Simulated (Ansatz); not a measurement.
`CB(S)CCl` + `[CH3][Ga]([NH2])[OH]` → `CB(N)S` + `[CH3][Ga]([OH])[CH2]Cl`  (redistribution)

Isolated molecules relaxed with PBE0-D4/def2-TZVP in Ansatz; ΔE leaves out vibrations. CCSD(T)/CBS adds triple-zeta CCSD(T) − MP2 to the extrapolated MP2 energy (def2 sets, frozen cores). Functionals use def2-TZVPP. B3LYP here is the variant with VWN-RPA as its local correlation; programs differ in this. For Ga outer-core shells are correlated without core-valence functions, which leaves a few kJ/mol of doubt a bond. Scalar relativity is left out up to krypton. One conformer a species, not always the lowest.

```
             level  ΔE (kJ/mol)  difference from CCSD(T)/CBS
            PBE-D4        -44.5                         -4.5
         r2SCAN-D4        -42.6                         -2.6
           PBE0-D4        -44.4                         -4.4
          B3LYP-D4        -46.0                         -6.0
           ωB97X-V        -42.7                         -2.7
           ωB97M-V        -45.5                         -5.5
            B2PLYP        -44.3                         -4.3
               PBE        -45.6                         -5.6
            r2SCAN        -42.9                         -2.9
              PBE0        -45.3                         -5.3
             B3LYP        -47.8                         -7.8
     HF/def2-TZVPP        -48.4                         -8.4
    MP2/def2-TZVPP        -39.8                          0.2
SCS-MP2/def2-TZVPP        -41.7                         -1.7
   CCSD/def2-TZVPP        -43.3                         -3.3
CCSD(T)/def2-TZVPP        -42.3                         -2.3
     HF/def2-QZVPP        -47.7                         -7.7
    MP2/def2-QZVPP        -38.2                          1.8
SCS-MP2/def2-QZVPP        -40.2                         -0.2
      HF/CBS(def2)        -47.6                         -7.6
     MP2/CBS(def2)        -37.5                          2.5
    CCSD/CBS(def2)        -40.9                         -0.9
       CCSD(T)/CBS        -40.0                            0
```

Largest T1 diagnostic among the species: 0.013.

In def2-TZVPP, CCSD(T) changes the Hartree–Fock value by +6.1 kJ/mol (the triples alone add +1.0 kJ/mol) and MP2 by +8.6 kJ/mol.
